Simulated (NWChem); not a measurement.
System: SnNH₂Cl, singlet; SMILES [NH2][Sn][Cl]

The following NWChem deck was run.

```
start job
memory heap 200 mb stack 900 mb global 1100 mb
geometry units angstroms noautosym nocenter noautoz
  Sn    -0.383197    -0.483207     0.000000
  Cl     0.239814     1.866483     0.000000
  N      1.569464    -1.101396     0.000000
  H      1.886804    -2.075875     0.000000
  H      2.357491    -0.444273     0.000000
end
basis spherical
  Sn library def2-svpd
  Cl library def2-svpd
  N library def2-svpd
  H library def2-svpd
end
ecp
  Sn library def2-ecp
end
dft
  xc pbe0
  iterations 150
end
property
  response 1 0.0
end
task dft property
```

NWChem printed, in part:

```
             Northwest Computational Chemistry Package (NWChem) 7.3.0
             --------------------------------------------------------

                             Geometry "geometry" -> ""
                             -------------------------

 Output coordinates in angstroms (scale by  1.889725989 to convert to a.u.)

  No.       Tag          Charge          X              Y              Z
 ---- ---------------- ---------- -------------- -------------- --------------
    1 Sn                  50.0000    -0.38319700    -0.48320700     0.00000000
    2 Cl                  17.0000     0.23981400     1.86648300     0.00000000
    3 N                    7.0000     1.56946400    -1.10139600     0.00000000
    4 H                    1.0000     1.88680400    -2.07587500     0.00000000
    5 H                    1.0000     2.35749100    -0.44427300     0.00000000

 Effective nuclear repulsion energy (a.u.)     326.5336517854

                                 NWChem DFT Module
                                 -----------------

 Summary of "ao basis" -> "ao basis" (spherical)
 ------------------------------------------------------------------------------
       Tag                 Description            Shells   Functions and Types
 ---------------- ------------------------------  ------  ---------------------
 Sn                        def2-svpd                12       32   5s4p3d
 Cl                        def2-svpd                11       27   5s4p2d
 N                         def2-svpd                 8       20   4s2p2d
 H                         def2-svpd                 4        8   2s2p

            General Information
            -------------------
          SCF calculation type: DFT
          Wavefunction type:  closed shell.
          No. of atoms     :     5
          No. of electrons :    48
           Alpha electrons :    24
            Beta electrons :    24
          Charge           :     0
          Spin multiplicity:     1
          Use of symmetry is: off; symmetry adaption is: off
          Maximum number of iterations: 150
          AO basis - number of functions:    95
                     number of shells:    39
          Convergence on energy requested:  1.00D-06
          Convergence on density requested:  1.00D-05
          Convergence on gradient requested:  5.00D-04

              XC Information
              --------------
                         PBE0 Method XC Functional
                     Hartree-Fock (Exact) Exchange  0.250
          PerdewBurkeErnzerhof Exchange Functional  0.750
            Perdew 1991 LDA Correlation Functional  1.000 local
           PerdewBurkeErnz. Correlation Functional  1.000 non-local

             Grid Information
             ----------------
          Grid used for XC integration:  medium
          Radial quadrature: Mura-Knowles
          Angular quadrature: Lebedev.
          Tag              B.-S. Rad. Rad. Pts. Rad. Cut. Ang. Pts.
          ---              ---------- --------- --------- ---------
          Sn                  1.45      123          11.0       590
          Cl                  1.00       88          12.0       590
          N                   0.65       49          12.0       434
          H                   0.35       45          13.0       434
          Grid pruning is: on
          Number of quadrature shells:   350
          Spatial weights used:  Erf1

      Superposition of Atomic Density Guess
      -------------------------------------

 Sum of atomic energies:        -763.66539234

      Non-variational initial energy
      ------------------------------

 Total energy =    -728.316148
 1-e energy   =   -1407.307813
 2-e energy   =     517.466695
 HOMO         =      -0.293682
 LUMO         =      -0.040308

   convergence    iter        energy       DeltaE   RMS-Dens  Diis-err
 ---------------- ----- ----------------- --------- --------- ---------
 d= 0,ls=0.0,diis     1   -730.0738174955 -8.92D+02  1.86D-02  4.66D-01
 d= 0,ls=0.0,diis     2   -729.9140771719  1.60D-01  1.04D-02  1.60D+00
 d= 0,ls=0.0,diis     3   -730.1375565799 -2.23D-01  2.53D-03  4.62D-02
 d= 0,ls=0.0,diis     4   -730.1420445617 -4.49D-03  1.15D-03  1.34D-02
 d= 0,ls=0.0,diis     5   -730.1440698284 -2.03D-03  1.28D-04  7.04D-05
  Resetting Diis
 d= 0,ls=0.0,diis     6   -730.1440778882 -8.06D-06  3.70D-05  4.46D-06
 d= 0,ls=0.0,diis     7   -730.1440784743 -5.86D-07  7.76D-06  1.07D-07

         Total DFT energy =     -730.144078474271
      One electron energy =    -1409.742194218809
           Coulomb energy =      571.806059973091
    Exchange-Corr. energy =      -53.732913318774
 Nuclear repulsion energy =      161.524969090221

 Numeric. integr. density =       47.999995851909

                       DFT Final Molecular Orbital Analysis
                       ------------------------------------

 Vector   22  Occ=2.000000D+00  E=-3.159568D-01
              MO Center=  1.1D-01,  1.6D+00,  7.3D-08, r^2= 2.1D+00
   Bfn.  Coefficient  Atom+Function         Bfn.  Coefficient  Atom+Function
  ----- ------------  ---------------      ----- ------------  ---------------
    44      0.467007  2 Cl px                41      0.357563  2 Cl px
    45     -0.347348  2 Cl py                42     -0.262819  2 Cl py
    38      0.207425  2 Cl px                 3     -0.171126  1 Sn s
    39     -0.153006  2 Cl py                12      0.128772  1 Sn px
     4     -0.110948  1 Sn s                 13      0.084640  1 Sn py

 Vector   23  Occ=2.000000D+00  E=-2.827295D-01
              MO Center= -2.0D-01,  5.3D-02, -4.0D-08, r^2= 4.1D+00
   Bfn.  Coefficient  Atom+Function         Bfn.  Coefficient  Atom+Function
  ----- ------------  ---------------      ----- ------------  ---------------
     3      0.488450  1 Sn s                 44      0.333640  2 Cl px
    63      0.301213  3 N  s                 12     -0.265873  1 Sn px
     4      0.253073  1 Sn s                 41      0.247497  2 Cl px
    45      0.211866  2 Cl py                64     -0.209631  3 N  px
     2     -0.192596  1 Sn s                 15     -0.179772  1 Sn px

 Vector   24  Occ=2.000000D+00  E=-2.804374D-01
              MO Center=  1.3D+00, -7.4D-01,  3.0D-08, r^2= 2.3D+00
   Bfn.  Coefficient  Atom+Function         Bfn.  Coefficient  Atom+Function
  ----- ------------  ---------------      ----- ------------  ---------------
    66      0.520711  3 N  pz                69     -0.385407  3 N  pz
    46      0.226564  2 Cl pz                43      0.167491  2 Cl pz
    14     -0.138585  1 Sn pz                17     -0.111095  1 Sn pz
    40      0.096880  2 Cl pz                87     -0.060422  4 H  pz
    21     -0.059671  1 Sn d  1              95     -0.057574  5 H  pz

 Vector   25  Occ=0.000000D+00  E=-8.433599D-02
              MO Center= -3.5D-01, -5.0D-01,  1.9D-08, r^2= 3.8D+00
   Bfn.  Coefficient  Atom+Function         Bfn.  Coefficient  Atom+Function
  ----- ------------  ---------------      ----- ------------  ---------------
    17      0.571679  1 Sn pz                14      0.534178  1 Sn pz
    66      0.222549  3 N  pz                69     -0.183340  3 N  pz
    46     -0.171721  2 Cl pz                11     -0.166728  1 Sn pz
     8     -0.155480  1 Sn pz                43     -0.113763  2 Cl pz
    31      0.086874  1 Sn d  1              40     -0.063984  2 Cl pz

 Vector   26  Occ=0.000000D+00  E=-3.060646D-02
              MO Center= -4.4D-01, -7.9D-01, -4.2D-09, r^2= 5.6D+00
   Bfn.  Coefficient  Atom+Function         Bfn.  Coefficient  Atom+Function
  ----- ------------  ---------------      ----- ------------  ---------------
    63      0.748524  3 N  s                  5      0.599796  1 Sn s
    37     -0.500693  2 Cl s                 13     -0.452378  1 Sn py
     4     -0.425847  1 Sn s                 16     -0.389889  1 Sn py
    81     -0.350116  4 H  s                 32     -0.297531  1 Sn d  2
    36      0.272567  2 Cl s                 45     -0.256855  2 Cl py

 Vector   27  Occ=0.000000D+00  E= 5.824821D-03
              MO Center=  3.5D-01, -6.7D-01, -2.8D-09, r^2= 7.8D+00
   Bfn.  Coefficient  Atom+Function         Bfn.  Coefficient  Atom+Function
  ----- ------------  ---------------      ----- ------------  ---------------
    63      2.413654  3 N  s                 81     -0.953431  4 H  s
    89     -0.726693  5 H  s                 86     -0.441224  4 H  py
    93      0.393319  5 H  px                32     -0.322018  1 Sn d  2
    85      0.306030  4 H  px                 3      0.285929  1 Sn s
    47      0.285286  2 Cl px                62     -0.282583  3 N  s

     Multipole analysis of the density
     ---------------------------------

     L   x y z        total         alpha         beta         nuclear
     -   - - -        -----         -----         ----         -------
     0   0 0 0      0.000000    -24.000000    -24.000000     48.000000

     1   1 0 0     -0.105406    -10.330022    -10.330022     20.554638
     1   0 1 0     -1.362984    -10.951904    -10.951904     20.540824
     1   0 0 1      0.000000      0.000000      0.000000      0.000000

     2   2 0 0    -30.677927    -69.919960    -69.919960    109.161992
     2   1 1 0     -0.979894      9.118722      9.118722    -19.217337
     2   1 0 1      0.000000      0.000000      0.000000      0.000000
     2   0 2 0    -34.277197   -155.265233   -155.265233    276.253268
     2   0 1 1      0.000000      0.000000      0.000000      0.000000
     2   0 0 2    -32.142653    -16.071326    -16.071326      0.000000

 *** CALLING NEW AORESP DRIVER FOR CLOSED AND OPEN SHELLS ***
 Entering AOResponse driver routine

--------------------------------------------------------------------------------

          -----------------------------------------------
          Solving response equations for perturbing field
          -----------------------------------------------

 number of frequencies:     1
 frequency in a.u.:  0.0000000E+00
 Perturbing field: electric
 Using El. Dipole Length Gauge

 Setting up CPKS with frequency omega =      0.00000000 a.u.

 STATIC response

                                NWChem CPHF Module
                                ------------------

  scftype          =     RHF
  nclosed          =       24
  nopen            =        0
  variables        =     1704
  # of vectors     =        3
  tolerance        = 0.10D-03
  level shift      = 0.00D+00
  max iterations   =       50
  max subspace     =       30

 SCF residual:    4.1723129410934826E-004

Iterative solution of linear equations
  No. of variables     1704
  No. of equations        3
  Maximum subspace       30
        Iterations       50
       Convergence  1.0D-04

   iter   nsub   residual    time
   ----  ------  --------  ---------
     1      3    4.25D+00      26.3
     2      6    2.52D+00      36.7
     3      9    5.25D-01      47.6
     4     12    8.69D-02      55.6
     5     15    8.56D-03      62.9
     6     18    2.16D-03      70.6
     7     21    2.89D-04      79.4
     8     24    4.55D-05      91.5

 Electric Dipole Response Matrix (nonzero elements):

              1        2        3
    1   69.3004  -1.2367  -0.0000
    2   -1.2367  80.3687   0.0000
    3   -0.0000   0.0000  51.2929

 ------------------------------------------
 average:        66.98734 + I       0.00000

 DFT Linear Response polarizability / au
 Frequency  =       0.0000000 / au
              X              Y              Z
 -----------------------------------------------
 X      69.3003700     -1.2367391     -0.0000004
 Y      -1.2366710     80.3687282      0.0000003
 Z      -0.0000004      0.0000003     51.2929132
 -----------------------------------------------
 Eigenvalues =      69.1638647     80.5052335     51.2929132
 Isotropic   =      66.9873371
 Anisotropic =      25.5084027
 -----------------------------------------------

 Magnetic Dipole Response Matrix (nonzero elements):

 Exiting AOResponse driver routine
```

Level: PBE0/def2-SVPD with def2 effective core potentials on Sn. Low-valent species are run as closed-shell singlets; no triplet was tried in these runs. Coordinates come from a PBE-D3(BJ)/def2-SVP optimisation. def2 effective core potentials on Sn; no spin-orbit coupling.
